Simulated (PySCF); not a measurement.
A survey of ¹⁷O NMR shifts

- NMR shieldings at PBE0/pcSseg-1/GIAO
- structure optimised with GFN2-xTB
- run in PySCF 2.14.0 with density-fitted response routines
- single conformer, gas phase, relativity neglected, rapidly exchanging positions averaged

Shieldings were converted by a linear fit to measured shifts: ¹⁷O (scatter 10.7 ppm rms, 12.2 ppm with the 3 outliers that the fit left out vs liquid water, solution or neat liquid). Occasional misses reach two or three times the rms, and more in compound classes unlike the fitted ones.

Q: Give the ¹⁷O shifts of `C#Cc1ccco1`, `C[C@H](F)C1=COC(F)=CO1`, `C[C@H](F)C1=COC(F)=CO1`, `C=C(F)[Si]1(O[SiH3])[SiH2]O[SiH2]1`, `O=C(C=C(F)F)OC1CC1`.

A: 
```csv
compound,environment,δ (ppm)
C#Cc1ccco1,aromatic ring oxygen,247.3
[CH3:1][C@H:2]([F:3])[C:4]1=[CH:5][O:6][C:7]([F:8])=[CH:9][O:10]1,O6: ether oxygen,74.6
[CH3:1][C@H:2]([F:3])[C:4]1=[CH:5][O:6][C:7]([F:8])=[CH:9][O:10]1,O10: ether oxygen,41.0
[CH3:1][C@H:2]([F:3])[C:4]1=[CH:5][O:6][C:7]([F:8])=[CH:9][O:10]1,O6: ether oxygen,74.6
[CH3:1][C@H:2]([F:3])[C:4]1=[CH:5][O:6][C:7]([F:8])=[CH:9][O:10]1,O10: ether oxygen,41.0
[CH2:1]=[C:2]([F:3])[Si:4]1([O:5][SiH3:6])[SiH2:7][O:8][SiH2:9]1,"O8: oxygen bonded to 2 Si, in a 4-membered ring",8.5
[CH2:1]=[C:2]([F:3])[Si:4]1([O:5][SiH3:6])[SiH2:7][O:8][SiH2:9]1,O5: oxygen bonded to 2 Si,-20.7
[O:1]=[C:2]([CH:3]=[C:4]([F:5])[F:6])[O:7][CH:8]1[CH2:9][CH2:10]1,O1: ester carbonyl oxygen,353.0
[O:1]=[C:2]([CH:3]=[C:4]([F:5])[F:6])[O:7][CH:8]1[CH2:9][CH2:10]1,O7: ester alkoxy oxygen,155.9
```

Q: Order these by ¹⁷O shift, lowest first.
A. FC(F)(F)O[C@H]1C[SiH2]N[SiH2]1
B. C=CC[Si@H](C#N)O[SiH3]
C. CS(=O)(=O)Cl
D. C=C/C=P/CC(C)=O

A: B (-24.0 ppm, oxygen bonded to 2 Si), A (66.8 ppm, ether oxygen), C (251.4 ppm, S=O oxygen), D (542.4 ppm, ketone oxygen).
